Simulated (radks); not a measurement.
Results of a calculation; reference values are marked as such.
Species: Xe31+. Configuration: [Ar] 3d5 (the NIST ground configuration).

Code: a radial shooting solver on a logarithmic mesh with Libxc functionals. Model: scalar-relativistic Kohn-Sham, BLYP, spin-polarised, spherical densities, finite nucleus; open shells are filled with parallel spins first (spin-orbit coupling, left out, can overturn this in heavy ions); Fermi nuclear charge, rms radius 4.7859 fm.

Energy parts (hartree):
total: -6812.58150
kinetic: 7193.81060
electron-nucleus: -15255.61028
Hartree: 1390.14149
exchange-correlation: -140.92330

Orbitals (lengths in bohr, moments of r in powers of bohr):
orbital  occ.  eigenvalue (hartree)      <r>
1s up       1             -1314.486  0.02666
1s down     1             -1314.480  0.02666
2s up       1             -246.9396   0.1141
2s down     1             -246.3409   0.1139
2p up       3             -226.9935  0.09978
2p down     3             -226.5380  0.09959
3s up       1             -84.40391   0.2903
3s down     1             -83.72771   0.2912
3p up       3             -78.02991   0.2846
3p down     3             -77.33240   0.2857
3d up       5             -69.48058   0.2553
3d down     0             -68.62599   0.2567

The highest occupied level is 3d up at -1890.7 eV. The electron density at the nucleus is 2.804e+05 e/bohr^3 (large components only). Spin moment in Bohr magnetons: 5. The density falls to 0.001 e/bohr^3 at r = 0.88 bohr. For comparison, the ionisation energy in NIST's Atomic Spectra Database is 1919 eV (theoretical). In exact Kohn-Sham theory the highest level is minus the ionisation energy, but local and semilocal functionals leave it too shallow, through self-interaction and a potential that decays too fast; potentials with the right tail come closer. The spin density at the nucleus is -18.72 e/bohr^3 (1s -2.69, 2s -53.97, 3s 37.94). Summed over all electrons, <r^2> = 1.240 bohr^2, which gives a Langevin (diamagnetic) susceptibility term of -0.982 x 10^-6 cm^3/mol.
